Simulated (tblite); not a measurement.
Species: CH6NOSi (doublet state).
Numbering: `[CH3:1][O:2][SiH2:3][NH:4]` (hydrogens: H5, H6, H7 on C1; H8, H9 on Si3; H10 on N4)

Structure used (GFN2-xTB), in Å, numbered top down from 1:
```xyz
10
CH6NOSi angstrom
C     -1.6261   -0.3448   -0.1470
O     -0.2452   -0.5268   -0.2041
Si     0.9688    0.4889    0.1768
N      2.4858   -0.1844   -0.0353
H     -1.9444    0.4553   -0.8213
H     -1.9483   -0.0941    0.8673
H     -2.1027   -1.2781   -0.4514
H      0.9066    1.7109   -0.6457
H      0.8785    0.9079    1.5880
H      2.6358   -1.1302   -0.3499
```

Computed with GFN2-xTB (tblite): harmonic, unscaled wavenumbers at the GFN2-xTB geometry, gas phase. Errors from tens to a few hundred cm⁻¹ against measured bands are possible. Modes of hydrogen on silicon can be 10 to 20 % off. One conformer, not necessarily the lowest. Open shells enter through the occupations alone, without spin polarisation, and single modes of such species can be off by tens of per cent.

Question: How many normal modes are there?

Answer: 10 atoms, non-linear: 3N − 6 = 24.

Question: What is the point group of the computed structure, and how do the modes divide by symmetry?

Answer: Cs. The vibrations span 15 a′ + 9 a″.

Question: How many distinct wavenumbers does the calculation give?

Answer: 24: Cs has no degenerate species.

Question: How many fundamentals are allowed in the infrared by symmetry?

Answer: 24 of 24: in Cs every mode is allowed. All fundamentals are allowed in the Raman spectrum.

Question: How far is the lowest real mode excited at 500 K, as a harmonic oscillator?

Answer: 77.6 cm⁻¹ is a vibrational temperature θ of 112 K. The population of v = 1 over v = 0 is exp(−θ/T) = 0.8, and the mean quantum number is 4.

On an Arm Neoverse V2 with one thread, no GPU, shared host with 96 logical CPUs at a one-minute load of 24, this took 0.13 s of wall time. The figure is for the frequency step alone.
